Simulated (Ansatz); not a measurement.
Computed with Ansatz on PBE0-D4/def2-TZVP structures; ΔE is electronic, products minus reactants. CBS: MP2 limit from def2 TZ/QZ plus the TZ coupled-cluster correction, frozen cores. This one scheme is used for every species. DFT in def2-TZVPP. Each species was taken in one conformer, which may not be the lowest.

Reaction (hydrogenolysis of the Al–C bond): `C[S][Al]([CH3])[F]` + H₂ → `C[S][AlH][F]` + CH₄

`C[S][Al]([CH3])[F]`:

Z-matrix (Å, degrees):
```
C
S 1 1.824
H 1 1.089 2 108.6
H 1 1.089 2 108.8 3 -118.8
H 1 1.089 2 112.3 3 120.4
Al 2 2.166 1 101.1 3 -123.1
F 6 1.651 2 115.0 1 -179.8
C 6 1.940 2 124.9 1 0.3
H 8 1.094 6 111.7 2 -59.3
H 8 1.094 6 111.7 2 60.7
H 8 1.092 6 110.3 2 -179.4
```

H₂:

Cartesian coordinates in Å:
```
H 0.160 0.211 0.263
H -0.160 -0.211 -0.263
```

`C[S][AlH][F]`:

Z-matrix (Å, degrees):
```
C
S 1 1.825
H 1 1.091 2 112.1
H 1 1.089 2 108.6 3 120.5
H 1 1.089 2 108.7 3 -120.5
Al 2 2.158 1 99.4 3 0.2
F 6 1.647 2 118.3 1 180.0
H 6 1.574 2 121.8 1 -0.1
```

CH₄:

```xyz
5

C     0.000    0.000    0.000
H    -0.620   -0.812   -0.377
H    -0.625    0.869    0.205
H     0.751    0.260   -0.746
H     0.495   -0.317    0.918
```

```json
{"level": "LDA (SPW92)", "ΔE (kcal/mol)": "-4.5"}
{"level": "revPBE-D4", "ΔE (kcal/mol)": "-3.9"}
{"level": "BLYP", "ΔE (kcal/mol)": "-7.1"}
{"level": "HF/def2-TZVPP", "ΔE (kcal/mol)": "-11.0"}
```

(1) What does CCSD(T)/CBS give? (Best estimate.)

Largest T1 diagnostic among the species: 0.012.

Results:

(1) Ansatz gave: -4.9 kcal/mol. The listed levels differ from it by 0.4, 1.0, -2.2, -6.1 kcal/mol.

Leaving LDA and LC-ωPBE aside and taking each functional with its dispersion term where it has one, the values, not all of them listed here, spread over 4.3 kcal/mol, from B97M-V to revPBE-D4. LDA lies +1.1 kcal/mol from PBE without D4. At CCSD(T), def2-SVP lies −3.0 kcal/mol from the extrapolated value and def2-TZVPP −0.5 kcal/mol.
